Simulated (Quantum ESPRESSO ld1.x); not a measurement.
Task: K4+, configuration [Ne] 3s2 3p3. Calculated with ld1.x of Quantum ESPRESSO 7.5: scalar-relativistic Kohn-Sham, LDA (Slater exchange, Perdew-Zunger correlation), spin-polarised, spherical densities, point nucleus; open shells are filled with parallel spins first. Some entries of the table are withheld. Estimate them.

orbital,occ.,eigenvalue (Ry),<r> (bohr)
1s up,1,-262.968,0.08124
1s down,1,-262.893,0.08123
2s up,1,-30.5664,0.3882
2s down,1,-30.4885,0.3877
2p up,3,-25.2919,0.3500
2p down,3,-25.1959,0.3496
3s up,1,-6.69793,1.167
3s down,1,-6.36220,1.176
3p up,3,-5.37965,(1)
3p down,0,-5.05724,(2)

Result: 
(1) 3p up <r> (bohr): 1.234
(2) 3p down <r> (bohr): 1.251
